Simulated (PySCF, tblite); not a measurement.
C5H6ClF3Si.
Structure used (GFN2-xTB), in Å, numbered top down from 1:
```xyz
16
C5H6ClF3Si angstrom
F     -2.1632   -0.0991   -1.2568
C     -1.6620   -0.9880   -0.3895
F     -1.1549   -1.9918   -1.1298
F     -2.7022   -1.5026    0.2803
C     -0.6142   -0.3954    0.5257
C     -0.9453    0.9615    1.0952
Cl    -2.1508    1.3913    2.2174
C      0.0146    1.6020    0.4297
C      0.5315    0.3472   -0.2229
Si     2.2983   -0.1876    0.2629
H     -0.3146   -1.1631    1.2409
H      0.3339    2.6237    0.3774
H      0.3984    0.3367   -1.3058
H      2.3860   -0.1601    1.7219
H      2.5114   -1.5365   -0.2568
H      3.2254    0.7709   -0.3337
```

Computed, not measured: PBE0/pcSseg-1 in PySCF (dipole) on a GFN2-xTB geometry, gas phase.

Take the most abundant isotopes and a rigid rotor. 

(1) Give the principal moments of inertia and the rotational constants in cm⁻¹.

(2) Classify the top.

(3) Is it planar, by Δ = Ic − Ia − Ib?

(4) Give the other two planar moments, Paa and Pbb, and the rms extents of the mass along the axes.

(5) Where do the levels up to J = 5 lie, in K?

(6) Which lines would a microwave search look for?

(7) Estimate the classical rotational partition function at 25 K, 50 K and 200 K.

Results:

(1) Ia = 484.62, Ib = 600.35, Ic = 935.69 u·Å²; 505379 MHz·u·Å²/I gives 1043, 841.8 and 540.1 MHz, that is A = 0.03479, B = 0.02808, C = 0.01802 cm⁻¹.

(2) An asymmetric top; Ray's κ = 0.200.

(3) Not planar: Δ = Ic − Ia − Ib = -149.28 u·Å². For a rigid frame Δ = −2 Σ m c², so Σ m c² = 74.64 u·Å² lies off the ab plane: 10.01 from hydrogen and 64.63 from heavier atoms. The atom farthest from that plane is 1.66 Å away.

(4) Paa = Σ m a² = (Ib + Ic − Ia)/2 = 525.71 and Pbb = Σ m b² = (Ia + Ic − Ib)/2 = 409.98 u·Å². With the mass M = 185.99 u, the rms extents √(P/M) along a, b and c are 1.68, 1.48, 0.63 Å.

(5) Above 0(0,0), as E/k:
J = 1: 1(0,1) 0.066, 1(1,1) 0.076, 1(1,0) 0.090
J = 2: 2(0,2) 0.191, 2(1,2) 0.194, 2(1,1) 0.238, 2(2,1) 0.267, 2(2,0) 0.275
J = 3: 3(0,3) 0.366, 3(1,3) 0.367, 3(1,2) 0.450, 3(2,2) 0.465, 3(2,1) 0.497, 3(3,1) 0.554, 3(3,0) 0.558
J = 4: 4(0,4) 0.593, 4(1,4) 0.593, 4(1,3) 0.718, 4(2,3) 0.724, 4(2,2) 0.793, 4(3,2) 0.830, 4(3,1) 0.849, 4(4,1) 0.940, 4(4,0) 0.942
J = 5: 5(0,5) 0.871, 5(1,5) 0.871, 5(1,4) 1.036, 5(2,4) 1.037, 5(2,3) 1.152, 5(3,3) 1.170, 5(3,2) 1.222, 5(4,2) 1.290, 5(4,1) 1.299, 5(5,1) 1.426, 5(5,0) 1.426
The levels of one J sum to (2J + 1)J(J + 1)(A + B + C)/3.

(6) The dipole components are |μa| = 2.44 D, |μb| = 1.12 D, |μc| = 0.10 D. Intensities carry the squares of the components, which stand as 1.00 : 0.21 : 0.00 (a : b : c). Some lines, for components of 0.1 D or more:

```tsv
type	branch	J(Ka,Kc)	MHz	lower level (cm⁻¹)
a	Q	4(3,1) ← 4(3,2)	401	0.577
a	Q	3(2,1) ← 3(2,2)	660	0.324
a	Q	2(1,1) ← 2(1,2)	905	0.135
b	Q	3(3,0) ← 3(2,1)	1264	0.346
a	Q	4(2,2) ← 4(2,3)	1443	0.503
a	Q	3(1,2) ← 3(1,3)	1735	0.255
a	R	2(1,2) ← 1(1,1)	2462	0.053
b	R	2(1,2) ← 1(0,1)	2663	0.046
b	R	3(0,3) ← 2(1,2)	3586	0.135
a	R	3(1,3) ← 2(1,2)	3604	0.135
b	R	3(3,0) ← 2(2,1)	6070	0.185
b	R	3(2,1) ← 2(1,2)	6314	0.135
```

(7) Point group C1, symmetry number σ = 1; q = (√π/σ)·√((kT/h)³/(ABC)), k/h = 20836.6 MHz/K: 30600 at 25 K, 86600 at 50 K, 692000 at 200 K.

Its GFN2-xTB frequencies are all real (lowest 42 cm⁻¹). No vibrational averaging or centrifugal distortion is included, and the geometry carries the error of its method. A rigid rotor knows nothing of internal rotation, which can split or shift real lines. Quadrupole hyperfine structure (35Cl) is left out.
